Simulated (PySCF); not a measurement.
Excitations are Tamm–Dancoff values on a coarser integration grid. The basis has no diffuse functions, so Rydberg states are missing or too high.

Z-matrix (Å, degrees):
```
C
H 1 1.1123
C 1 1.5295 2 107.22
H 3 1.0902 1 111.58 2 59.71
H 3 1.0920 4 108.31 1 123.00
H 3 1.0922 4 107.67 5 115.74
C 1 1.5296 2 107.22 3 -120.24
H 7 1.0902 1 111.58 2 -59.69
H 7 1.0920 8 108.31 1 -123.00
H 7 1.0922 8 107.67 9 -115.74
B 1 1.5532 2 96.56 3 119.88
H 11 1.1930 1 120.43 2 87.42
H 11 1.1930 12 118.94 1 174.91
```
Charge 0, spin multiplicity 1.

**Question.** Estimate the HOMO–LUMO gap, total energy and T1 excitation (TDA) that PBE-D3(BJ)/def2-TZVP // M06-2X/def2-TZVP in PySCF returns for this input.

**Answer.** 
```yaml
HOMO–LUMO gap: 4.75 eV
total_energy: -144.3898 Ha
T1 excitation (TDA): 4.38 eV
```
